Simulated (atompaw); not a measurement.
## What one change does to a pseudopotential (copper (Cu), PAW (atompaw))

```json
{
  "Element": "copper (Cu)",
  "Generator": "atompaw 4.2.0.5",
  "Type": "PAW",
  "Functional": "LDA (PW92)",
  "Relativity": "scalar-relativistic",
  "Frozen core": "[Ar]",
  "Valence charge": "11",
  "Reference configuration": "3d10 4s0 4p0 (charge +1)",
  "Partial waves": "4s (bound, empty): rc 2.20 bohr; 4s channel at 0.45 Ry: rc 2.40 bohr; 4p (bound, empty): rc 2.40 bohr; 4p channel at 0.05 Ry: rc 2.40 bohr; 3d (bound): rc 1.40 bohr; 3d channel at -0.6 Ry: rc 1.40 bohr; 4f channel at -0.1 Ry: rc 2.40 bohr; 4f channel at 2.3 Ry: rc 2.40 bohr",
  "Local potential": "bessel scheme, radius 2.30 bohr",
  "Core correction": "smooth core density matched at 1.35 bohr",
  "Augmentation charge": "besselshape compensation charge, radius 1.85 bohr; PAW radius 2.40 bohr; waves and projectors: custom polynom vanderbiltortho"
}
```

Change: all radii scaled by about 1.06 (s 2.34, p 2.54, d 1.48, f 2.54 bohr); local potential bessel scheme, radius 2.44 bohr; augmentation besselshape compensation charge, radius 1.96 bohr; PAW radius 2.54 bohr; waves and projectors: custom polynom vanderbiltortho; core correction smooth core density matched at 1.42 bohr.

Cutoffs: the cutoffs (Ry, on a coarse ladder) from which the occupation-weighted sum of valence levels, in a spherical-Bessel basis at the reference potential, stays within 10 and 1 mRy of its value at 400 Ry; they do not see the model core or the augmentation charge, which bear on the density cutoff.

Task: What does the change do?

Result: The potential gets softer (80 Ry and 120 Ry → 70 Ry and 110 Ry); neither file shows a bound ghost. A larger radius leaves more room for a smooth pseudo-wave, so fewer plane waves are needed.

```csv
quantity,base,changed
"cutoff, loose",80 Ry,70 Ry
"cutoff, tight",120 Ry,110 Ry
bound ghosts,none,none
lowest overlap eigenvalue by channel,"s 0.14, p 0.53, d 1.00, f 0.99","s 0.17, p 0.51, d 1.00, f 0.99"
```

 The cutoffs see the waves, projectors and local potential, not the compensation charge or the core.
